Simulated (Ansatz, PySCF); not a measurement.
Gas-phase reaction (SMILES): C=C[Si](O)(O)O [ethenyl(trihydroxy)silane] + O (H2O) -> O[Si](O)(O)O [silicic acid] + C=C (C2H4) [ethene]; water cleaves one Si-C bond, a model of a ligand-exchange step.

Geometries: B3LYP-D3(BJ)/def2-TZVP minima from Ansatz (an electronic-structure program), one conformer each, not searched for the lowest. Valence correlation only, unless marked. Spin-orbit coupling is left out. No relativistic terms. Basis-set limits of correlation are two-point, X^-3; Hartree-Fock from the larger set. The bracket is a focal-point correction in the basis named. Thermal terms are rigid-rotor harmonic-oscillator values from B3LYP-D3(BJ) frequencies (Ansatz or PySCF) at 298.15 K and 1 atm. 1 Eh = 627.5095 kcal/mol.

| species | E, RI-MP2/CBS(aug-cc-pV(T+d)Z,aug-cc-pV(Q+d)Z)+[CCSD(T)-MP2]/aug-cc-pV(T+d)Z (Ansatz) (Eh) | E, B3LYP-D3(BJ)/def2-TZVPD (Ansatz + dftd3) (Eh) | H - E (Eh) | G - E (Eh) |
|---|---|---|---|---|
| C=C[Si](O)(O)O | -594.46844 | -595.32110 | 0.09513 | 0.05331 |
| O (H2O) | -76.37791 | -76.46738 | 0.02495 | 0.00353 |
| O[Si](O)(O)O | -592.40587 | -593.19898 | 0.06559 | 0.02711 |
| C=C (C2H4) | -78.48011 | -78.62799 | 0.05494 | 0.03009 |

Work out ΔE and ΔH, ΔG, ΔS and the equilibrium constant at 298.15 K at the first level, then ΔH at the second.


1. ΔE = [(-592.40587) + (-78.48011)] - [(-594.46844) + (-76.37791)] = -0.03963 Eh = -24.9 kcal/mol at RI-MP2/CBS(aug-cc-pV(T+d)Z,aug-cc-pV(Q+d)Z)+[CCSD(T)-MP2]/aug-cc-pV(T+d)Z.
2. The terms H - E add up to 0.00045 Eh, so ΔH = (-0.03963 + (0.00045))×627.5095 = -24.6 kcal/mol.
3. The terms G - E add up to 0.00036 Eh, so ΔG = -24.6 kcal/mol, and ΔS = (0.00045 - (0.00036))×627509.5/298.15 = 0.2 cal/(mol K).
4. log10 K = -ΔG/(RT ln 10) = 18.0, with RT ln 10 = 1.3642 kcal/mol.
5. At B3LYP-D3(BJ)/def2-TZVPD the same steps give ΔE = -24.2 and ΔH = -23.9 kcal/mol, a shift of +0.7 from the first level.
6. These values are not checked against measurement here, since the tables used lack a sound gas-phase enthalpy of formation for at least one species.
